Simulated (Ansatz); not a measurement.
Reaction (formal hydrolysis of a C–C bond): `CC(=S)[SeH]` + H₂O → `OC(=S)[SeH]` + CH₄

Program: Ansatz. Geometries: PBE0-D4/def2-TZVP. ΔE: electronic, gas phase. CCSD(T)/CBS adds triple-zeta CCSD(T) − MP2 to the extrapolated MP2 energy (def2 sets, frozen cores). This one scheme is used for every species. For Se outer-core shells are correlated without core-valence functions, which leaves a few kJ/mol of doubt a bond. Scalar relativity is left out up to krypton. Each species was taken in one conformer, which may not be the lowest.

`CC(=S)[SeH]`:

```xyz
8

C     0.206    0.654    0.514
C    -0.321   -0.707    0.202
S    -0.896   -1.746    1.300
Se   -0.299   -1.223   -1.619
H     1.246    0.744    0.187
H    -0.370    1.416   -0.019
H     0.147    0.840    1.586
H     0.287    0.021   -2.151
```

H₂O:

```xyz
3

O    -0.175   -0.304   -0.168
H     0.390    0.348   -0.587
H    -0.214   -0.044    0.755
```

`OC(=S)[SeH]`:

Cartesian coordinates in Å:
```
O 0.395 -0.783 -0.616
C 0.231 0.099 0.364
S 1.232 0.285 1.629
Se -1.322 1.150 0.150
H 1.211 -1.270 -0.418
H -1.748 0.518 -1.109
```

CH₄:

Z-matrix (Å, degrees):
```
C
H 1 1.090
H 1 1.090 2 109.5
H 1 1.090 2 109.5 3 -120.0
H 1 1.090 2 109.5 3 120.0
```

| species | CCSD(T)/def2-TZVPP energy (Eh) |
| --- | --- |
| `CC(=S)[SeH]` | -2876.30880 |
| H₂O | -76.33701 |
| `OC(=S)[SeH]` | -2912.21073 |
| CH₄ | -40.43861 |

Q: Work out ΔE.

A: ΔE = (-2912.21073) + (-40.43861) − (-2876.30880) − (-76.33701) = -0.00353 Eh = -9.3 kJ/mol. CCSD(T)/CBS gives -3.4 kJ/mol.

Largest T1 diagnostic among the species: 0.015.

From PBE to PBE0 (25 % exact exchange), in def2-TZVPP and without D4, ΔE moves by +5.0 kJ/mol. The D4 term adds +4.9 kJ/mol with B3LYP and +2.7 kJ/mol with PBE0; it sums over pairs of atoms, weighted by their polarisabilities, and B3LYP, whose exchange is more repulsive, gets the larger term.

B3LYP here is the variant with VWN-RPA as its local correlation; programs differ in this.
